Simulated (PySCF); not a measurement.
H₂O₂Zr, SMILES [OH][Zr][OH] (connectivity only; charge and spin as stated), neutral, multiplicity 3.

The structure is a stationary point at PBE0-D3(BJ)/def2-TZVP. The spin state was assumed, not searched. The def2 effective core potentials stand for the cores of Zr; spin–orbit coupling is left out. Other conformers were not sampled.

Calculation: TDA-PBE0/def2-SVPD (PySCF).

Vertical excitations. Isolated molecule, no solvent.

Computed UV-visible absorptions:
| state | energy (eV) | λ (nm) | f | main pairs |
|---|---|---|---|---|
| root 1 | 0.26 | 4748 | 0.000 | α HOMO→LUMO 98 % |
| root 2 | 1.10 | 1130 | 0.005 | α HOMO−1→LUMO 98 % |
| root 3 | 2.22 | 559 | 0.000 | α HOMO→LUMO+4 98 % |
| root 4 | 2.40 | 516 | 0.000 | α HOMO→LUMO+3 71 %, α HOMO→LUMO+6 18 % |
| root 5 | 2.65 | 467 | 0.000 | α HOMO−1→LUMO+4 90 % |
| root 6 | 2.85 | 435 | 0.018 | α HOMO−1→LUMO+3 81 %, α HOMO−1→LUMO+6 16 % |
| root 7 | 3.03 | 409 | 0.005 | α HOMO→LUMO+1 90 % |
| root 8 | 3.05 | 406 | 0.000 | α HOMO→LUMO+2 78 % |
| root 9 | 3.46 | 359 | 0.360 | α HOMO−1→LUMO+1 89 % |
| root 10 | 3.51 | 353 | 0.300 | α HOMO−1→LUMO+2 90 % |
Unrestricted roots are not spin-pure.
